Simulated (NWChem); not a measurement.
**Electron attachment to CHI₂**

```
C
H 1 1.0922
I 1 2.0520 2 117.41
I 1 2.0520 2 117.41 3 168.33
```
Charge 0, spin multiplicity 2.

All runs are NWChem calculations. The geometry was optimised at UPBE0/def2-SVP with def2 effective core potentials on I, a minimum by its harmonic frequencies.

Basis set: def2-SVPD. The species with one electron more has spin multiplicity 1 and keeps the geometry of the parent. Δ marks differences of total energies (open shells unrestricted). −ε marks an orbital energy of the parent. That orbital need not have the symmetry of the hole or added electron in the Δ rows. The basis adds only a small set of diffuse functions.

Effective core potentials replace the inner electrons of I; spin-orbit coupling is left out. B3LYP has NWChem's definition, with VWN1-RPA local correlation. The structure started from a generated list of species. The unpaired electrons of the parent sit in orbitals of symmetry a' (Cs labels of the run); other states weren't searched. No SCF solution was tested for a lower state.

**Question.** One of these methods gave a vertical electron affinity of 3.84 eV. Which?
A. −ε(beta LUMO) of LDA (SVWN5)
B. −ε(beta LUMO) of PBE
C. ΔLDA (SVWN5)
D. −ε(beta LUMO) of B3LYP

**Answer.** A, −ε(beta LUMO) of LDA (SVWN5). The others give 3.45 (−ε(beta LUMO) of PBE), 2.74 (−ε(beta LUMO) of B3LYP), 1.08 (ΔLDA (SVWN5)).
